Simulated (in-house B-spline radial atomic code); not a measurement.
The numbers below are computed, except where a source is named.
# Extrapolating the RPA correlation energy in partial waves: Si III (Si2+)

All-electron RPA on r2SCAN orbitals from an all-electron radial atomic-structure program (B-spline basis), non-relativistic, point nucleus, configuration [Ne] 3s2. With empty states up to angular momentum L the sums are:

```tsv
L	E_c(L) (hartree)
3	-0.648202
4	-0.682748
5	-0.696403
6	-0.702840
7	-0.706254
8	-0.708222
9	-0.709429
```

For large l each further wave adds A/(l + 1/2)⁴, because the basis must build the cusp where two electrons meet.

(1) Estimate the limit from L = 8 and L = 9.

(2) How good is the estimate?

Results:

(1) Wave 9 adds -0.001207, against a sum of (l + 1/2)⁻⁴ of 1.22774e-04, so A = -9.8311. The sum over l > 9 is ζ(4, 10.5) = 3.3168e-04, close to 1/(3 × 10³) = 3.3333e-04. The tail is -0.003261 and the limit -0.71269 hartree.

(2) A run to L = 11 sums to -0.71072 and extrapolates to -0.71247 hartree, 0.09 millihartree from the run before. The estimate differs from that by -0.22 millihartree, while the bare sum at L = 9 misses 3.0 millihartree (0.4 %).
